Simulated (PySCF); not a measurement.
**Computed vibrations of [WOF3]−**

[WOF3]− (singlet). PySCF 2.14.0, RKS B3LYP, W def2-SVP with ECP60, O def2-SVP, F def2-SVP; non-relativistic Hamiltonian with scalar-relativistic core potentials where named; density fitting; no spin-orbit coupling. Central differences of gradients.

```xyz
5

W     0.0669    0.0000    0.0000
O     1.7999    0.0000    0.0000
F    -0.1311    1.8821    0.0000
F    -1.9013    0.0000    0.0000
F    -0.1311   -1.8821    0.0000
```

Run from Python with OMP_NUM_THREADS=2. Where DIIS fails, smearing, a level shift and second-order steps follow.
It took 33 s on 2 threads of Arm Neoverse V2, with other jobs on the host.

Problem. What are the harmonic wavenumbers and infrared intensities?

Solution. Modes are labelled in C2v; negative numbers are unstable modes, those under 60 cm⁻¹ near the noise; a finer grid moves soft modes by up to 10 cm⁻¹.
```json
{"cm⁻¹": "-68", "km/mol": "–", "symmetry": "b1"}
{"cm⁻¹": "125", "km/mol": "0.8", "symmetry": "b1"}
{"cm⁻¹": "193", "km/mol": "26.8", "symmetry": "b2"}
{"cm⁻¹": "237", "km/mol": "9.0", "symmetry": "a1"}
{"cm⁻¹": "329", "km/mol": "1.2", "symmetry": "b2"}
{"cm⁻¹": "569", "km/mol": "101.2", "symmetry": "a1"}
{"cm⁻¹": "651", "km/mol": "199.2", "symmetry": "b2"}
{"cm⁻¹": "656", "km/mol": "32.8", "symmetry": "a1"}
{"cm⁻¹": "987", "km/mol": "171.3", "symmetry": "a1"}
```

Problem. Is this a minimum?

Solution. No: 1 unstable; the lowest moves the atoms so:
```
W    0.00  0.00 -0.04
O    0.00  0.00  0.66
F    0.00  0.00 -0.35
F    0.00  0.00  0.56
F    0.00  0.00 -0.35
```
